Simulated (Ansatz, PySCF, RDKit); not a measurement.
Noncovalent pair: HCl (SMILES Cl) (first 2 atoms) with C2H4 (SMILES C=C); geometry from B3LYP-D3(BJ)/def2-TZVP, rigid monomers moved along the line of their centres of mass till H2···C3 is 3.35 Å.
(charge 0, multiplicity 1):
```xyz
8

Cl     0.309    -0.481     0.004
H      0.193    -0.288     1.277
C     -0.681     0.506     4.408
C      0.476    -0.113     4.609
H     -1.621    -0.031     4.402
H     -0.732     1.576     4.245
H      1.416     0.425     4.619
H      0.527    -1.183     4.775
```

Monomers are frozen at their geometry in the pair; levels with a basis set take the counterpoise correction. RDKit's UFF carries no charges.

Codes used: Ansatz (Gaussian orbitals); PySCF for the dispersion terms; RDKit for the force fields. Each number belongs to the level named beside it.

Problem. One of these levels gives -0.48 kcal/mol for the interaction energy. Which?
A. B3LYP-D3(BJ)/def2-TZVPPD
B. HF/aug-cc-pV(D+d)Z
C. UFF

Solution. C, UFF. The others give -1.19 (HF/aug-cc-pV(D+d)Z), -1.66 (B3LYP-D3(BJ)/def2-TZVPPD)

Ansatz is a first-principles code.
